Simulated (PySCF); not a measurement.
C₂H₄BrCl, SMILES C[C@@H](Cl)Br. Heavy atoms are numbered as in [CH3:1][C@@H:2]([Cl:3])[Br:4]. Hydrogens are named by the atom that carries them.

Geometry optimised at B3LYP-D3(BJ)/def2-SVP.

Method: PySCF with PBE/pcSseg-1.

GIAO shieldings, no solvent; atoms alike by connectivity are averaged. δ = σ(ref) − σ: ¹³C against TMS (σ = 182.0 ppm); ³⁵Cl against HCl (σ = 936.5 ppm); ¹H against TMS (σ = 31.49 ppm), references at their B3LYP-D3(BJ)/def2-TZVP geometries, non-relativistic (without spin–orbit terms, shifts of atoms bonded to Cl or Br come out too high).

```
nucleus     atoms  count  δ (ppm)
-------  --------  -----  -------
¹³C       C2 (CH)      1     94.1
¹³C      C1 (CH3)      1     39.1
³⁵Cl          Cl3      1    336.3
¹H        H on C2      1     6.60
¹H        H on C1      3     2.32
```
